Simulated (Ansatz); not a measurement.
A short molecular-dynamics run on NiO2 (the lowest singlet isomer of a short search).

```yaml
crystal:
  periodic: [false, false, false]
  atoms:
    - {symbol: Ni, position_ang: [0.163008, -0.059805, 0.033991]}
    - {symbol: O, position_ang: [-0.002161, -0.571180, -1.455134]}
    - {symbol: O, position_ang: [-0.160857, 0.630974, 1.421152]}
basis:
  gaussian: {orbitals: "6-31G*"}
hamiltonian: {xc: {name: BLYP}}
md: {timestep: 0.5 fs, n_steps: 15, ensemble: nve, temperature: 1500, initial_velocities: maxwell_boltzmann, seed: 37}
scf: {omitted_lower_state_checks: [starts]}
```

```sh
$ ansatz run in.yaml --threads 4 --pin off --events-out ev --progress --plain --max-ram 3916MiB
```

```
step  time (fs)  potential energy (eV)  kinetic (eV)  T (K)  conserved (eV)
   0        0.0            -45131.2025        0.1939   1500     -45131.0086
   1        0.5            -45131.1970        0.1885   1458     -45131.0086
   2        1.0            -45131.1886        0.1800   1393     -45131.0086
   3        1.5            -45131.1773        0.1688   1306     -45131.0085
   4        2.0            -45131.1635        0.1549   1199     -45131.0085
   5        2.5            -45131.1475        0.1391   1076     -45131.0085
   6        3.0            -45131.1301        0.1217    942     -45131.0084
   7        3.5            -45131.1120        0.1036    801     -45131.0084
   8        4.0            -45131.0938        0.0855    661     -45131.0083
   9        4.5            -45131.0766        0.0683    528     -45131.0083
  10        5.0            -45131.0610        0.0528    408     -45131.0082
  11        5.5            -45131.0480        0.0398    308     -45131.0082
  12        6.0            -45131.0381        0.0300    232     -45131.0082
  13        6.5            -45131.0319        0.0238    184     -45131.0081
  14        7.0            -45131.0298        0.0217    168     -45131.0081
  15        7.5            -45131.0318        0.0237    183     -45131.0081
```

Velocities are drawn at the set temperature; a run this short doesn't reach equilibrium.

The 6-31G sets use Cartesian d functions. The restricted singlet is unstable towards broken spin symmetry at other levels; at RKS BLYP/6-31G* this wasn't settled.

Frames (Å, forces in eV/Å):

```xyz
3
time=0.0 fs
Ni    0.163   -0.060    0.034    0.154   -0.056    0.032
O    -0.002   -0.571   -1.455   -0.050   -0.172   -0.495
O    -0.161    0.631    1.421   -0.103    0.228    0.463
3
time=0.5 fs
Ni    0.163   -0.059    0.036    0.236   -0.242   -0.345
O    -0.003   -0.570   -1.454   -0.049   -0.159   -0.460
O    -0.161    0.628    1.415   -0.187    0.400    0.805
3
time=1.0 fs
Ni    0.164   -0.059    0.037    0.321   -0.432   -0.734
O    -0.005   -0.570   -1.454   -0.048   -0.145   -0.422
O    -0.161    0.626    1.409   -0.273    0.577    1.156
3
time=1.5 fs
Ni    0.164   -0.058    0.039    0.408   -0.626   -1.127
O    -0.006   -0.569   -1.453   -0.046   -0.130   -0.383
O    -0.161    0.624    1.403   -0.362    0.756    1.510
3
time=2.0 fs
Ni    0.164   -0.058    0.040    0.496   -0.820   -1.520
O    -0.007   -0.568   -1.453   -0.044   -0.115   -0.344
O    -0.161    0.621    1.397   -0.452    0.936    1.864
3
time=2.5 fs
Ni    0.165   -0.058    0.041    0.584   -1.011   -1.906
O    -0.008   -0.567   -1.452   -0.043   -0.101   -0.306
O    -0.161    0.619    1.392   -0.541    1.113    2.212
3
time=3.0 fs
Ni    0.165   -0.057    0.043    0.670   -1.196   -2.279
O    -0.009   -0.567   -1.452   -0.041   -0.087   -0.269
O    -0.161    0.617    1.386   -0.629    1.284    2.548
3
time=3.5 fs
Ni    0.165   -0.057    0.044    0.752   -1.372   -2.630
O    -0.011   -0.566   -1.452   -0.039   -0.075   -0.234
O    -0.161    0.616    1.382   -0.713    1.446    2.864
3
time=4.0 fs
Ni    0.166   -0.057    0.045    0.829   -1.533   -2.953
O    -0.012   -0.565   -1.451   -0.038   -0.063   -0.203
O    -0.162    0.614    1.377   -0.791    1.596    3.156
3
time=4.5 fs
Ni    0.166   -0.057    0.046    0.899   -1.678   -3.240
O    -0.013   -0.565   -1.451   -0.036   -0.053   -0.176
O    -0.162    0.613    1.373   -0.863    1.730    3.416
3
time=5.0 fs
Ni    0.167   -0.057    0.047    0.960   -1.801   -3.485
O    -0.014   -0.564   -1.451   -0.035   -0.044   -0.153
O    -0.163    0.612    1.370   -0.925    1.845    3.638
3
time=5.5 fs
Ni    0.167   -0.057    0.047    1.011   -1.901   -3.681
O    -0.016   -0.563   -1.451   -0.034   -0.038   -0.135
O    -0.164    0.611    1.367   -0.977    1.939    3.816
3
time=6.0 fs
Ni    0.168   -0.057    0.048    1.050   -1.975   -3.824
O    -0.017   -0.563   -1.450   -0.033   -0.033   -0.122
O    -0.164    0.611    1.365   -1.017    2.008    3.946
3
time=6.5 fs
Ni    0.169   -0.057    0.048    1.075   -2.020   -3.909
O    -0.018   -0.562   -1.450   -0.032   -0.031   -0.115
O    -0.166    0.610    1.364   -1.043    2.050    4.024
3
time=7.0 fs
Ni    0.169   -0.057    0.049    1.087   -2.035   -3.935
O    -0.020   -0.561   -1.450   -0.032   -0.030   -0.113
O    -0.167    0.611    1.363   -1.055    2.065    4.048
3
time=7.5 fs
Ni    0.170   -0.057    0.049    1.084   -2.020   -3.901
O    -0.021   -0.561   -1.450   -0.031   -0.032   -0.117
O    -0.168    0.611    1.362   -1.053    2.053    4.018
```

Run time 4.5 s (4 threads of INTEL XEON PLATINUM 8581C on a shared host).
